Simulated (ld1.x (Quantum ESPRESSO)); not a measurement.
Fe (Z = 26) PAW: all-electron and pseudo phase curves

- Element: Fe
- Generator: ld1.x (Quantum ESPRESSO) 7.5
- Type: PAW
- Functional: LDA (PZ)
- Relativity: scalar-relativistic
- Frozen core: [Ar]
- Valence charge: 8
- Reference configuration: 3d6.5 4s1.5 4p0
- Partial waves: 4s (bound): rcut 2.40, rcutus 2.65 bohr; 4s channel at 0.4 Ry: rcut 2.40, rcutus 2.65 bohr; 4p (bound, empty): rcut 3.20, rcutus 3.70 bohr; 4p channel at 2.95 Ry: rcut 3.20, rcutus 3.70 bohr; 3d (bound): rcut 1.40, rcutus 1.60 bohr; 3d channel at 3.4 Ry: rcut 1.40, rcutus 1.60 bohr
- Local potential: all-electron potential smoothed inside 3.15 bohr (lloc = -1)
- Core correction: a·sin(br)/r model core, default radius (core density twice the valence density)
- Augmentation charge: BESSEL, radius 1.50 bohr

The phase is arctan(r·u′/u) with u = r·R(r), unwrapped; energies in Ry, scanned from -2 to 5 Ry. A pole is an energy at which the radial function vanishes at the test radius. The pseudo phase is shifted by a multiple of π to meet the all-electron one at the reference energy, and phase errors are pseudo minus all-electron; the curves can meet again beyond the range given. Levels narrower than the energy grid can be missing from the lists of poles.

| channel | radius (bohr) | reference energy (Ry) | poles, all-electron | poles, pseudo | unbroken range about the reference energy with phases within 0.05 rad | phase error 1 Ry above the reference energy (rad) |
| --- | --- | --- | --- | --- | --- | --- |
| s | 4.00 | -0.36 | -0.05, 2.84 | -0.05, 2.81 | below 4.0 | -0.000 |
| p | 4.00 | -0.09 | 0.50, 3.48 | 0.49, 3.47 | below 1.5 | -0.009 |
| d | 4.00 | -0.42 | -0.40, 1.53, 4.63 | -0.40, 1.56, 4.67 | below 0.4 | +0.082 |

Phases in the d channel:

```
E (Ry)  all-electron  pseudo
 -2.00         1.398   1.398
 -1.76         1.387   1.387
 -1.52         1.374   1.374
 -1.28         1.357   1.357
 -1.04         1.335   1.335
 -0.80         1.301   1.302
 -0.56         1.223   1.224
 -0.32        -1.818  -1.816
 -0.08        -1.953  -1.949
  0.16        -2.128  -2.118
  0.40        -2.595  -2.553
  0.64        -3.750  -3.678
  0.88        -4.354  -4.327
  1.12        -4.559  -4.545
  1.36        -4.662  -4.653
  1.60        -4.731  -4.723
  1.84        -4.790  -4.783
  2.08        -4.854  -4.846
  2.32        -4.942  -4.934
  2.56        -5.115  -5.102
  2.80        -5.683  -5.652
  3.04        -7.054  -7.044
  3.28        -7.513  -7.513
  3.52        -7.660  -7.660
  3.76        -7.734  -7.733
  4.00        -7.779  -7.778
  4.24        -7.812  -7.810
  4.48        -7.839  -7.836
  4.72        -7.862  -7.858
  4.96        -7.885  -7.878
```
